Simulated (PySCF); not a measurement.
A run for PySCF: R-B3LYP/3-21G on isopropylamine (SMILES CC(C)N), a point of a torsion scan.

```python
from pyscf import gto, scf, dft, mp
from pyscf.data.elements import chemcore

mol = gto.M(
    atom='''
    C    -0.59671667    1.26156389    0.23258733
    C    -0.04993951   -0.05144318   -0.32181684
    C    -0.25302637   -0.12836926   -1.83259848
    N     1.37887720   -0.11470612   -0.04118265
    H    -0.08943540    2.09703158   -0.24194236
    H    -0.43357324    1.32076794    1.30647294
    H    -1.66354696    1.33915953    0.03922825
    H    -0.60554433   -0.88714752    0.14904812
    H     0.10448029   -1.08073328   -2.21859908
    H     0.30405719    0.67028211   -2.31474610
    H    -1.30655894   -0.02773781   -2.07964167
    H     1.77276771   -0.97963696   -0.39507824
    H     1.54709269   -0.07991405    0.95827114
    ''',
    basis='3-21g',
    charge=0, spin=0, verbose=3, max_memory=1800)
mf = dft.RKS(mol, xc='b3lyp')
mf.conv_tol = 1e-8
mf.max_cycle = 100
mf.kernel()
if not mf.converged:
    mf = mf.newton().run(mf.mo_coeff, mf.mo_occ)
```

Program output:

```
converged SCF energy = -173.533243499497
```

The run converged.

Cost: very roughly 1.4 core-seconds.
